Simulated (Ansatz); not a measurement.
A single point on H4SiZn.

```yaml
crystal:
  periodic: [false, false, false]
  atoms:
    - {symbol: Si, position_ang: [0.113852, -0.527980, -0.359430]}
    - {symbol: Zn, position_ang: [-0.527203, 2.576109, 1.750992]}
    - {symbol: H, position_ang: [0.363629, -1.739134, -1.183868]}
    - {symbol: H, position_ang: [-1.306872, -0.506742, 0.071920]}
    - {symbol: H, position_ang: [0.405119, 0.686606, -1.162495]}
    - {symbol: H, position_ang: [0.993574, -0.552858, 0.836581]}
basis:
  gaussian: {orbitals: def2-QZVPP}
correlation: {method: mp2, frozen_orbitals: {H: 0, Si: 5, Zn: 9}}
```

```sh
$ ansatz run in.yaml --threads 2 --pin off --events-out ev --progress --plain --max-ram 4352MiB
```

Shortened log:

```
Functional definition: HF
1796 factors; integrals over basis functions are off by at most 6.9e-4 eV
mean field evaluation 1: about -56302.6522 eV, gradient 1.0e1 eV
mean field evaluation 2: about -56302.6925 eV, gradient 1.0e1 eV
mean field evaluation 4: about -56303.4086 eV, gradient 1.1e0 eV
mean field evaluation 8: about -56303.4099 eV, gradient 3.6e-5 eV
mean field -56303.40993448 eV, -2069.1121512702 hartree, gradient 1.2e-6 eV, S^2 0.000000; 0 other end points of the search recorded, 0 dependent functions left out
14 core orbitals not correlated: weight in the atoms' cores, before any rotation towards them, 1.000 or more for the frozen orbitals, at most 0.000 for the correlated occupied ones
reference -56303.40993448 eV, -2069.1121512702 hartree; 10, 10 occupied and 266, 266 virtual orbitals, 1796 factors
second order -18.55704108 eV of doubles, -0.00000000 eV of singles
Total energy: -56321.96697556 eV, -2069.7941099515 hartree
```

Run time 8.5 s (2 threads of an Arm Neoverse V2 on a shared host); peak host memory 0.82 GiB.
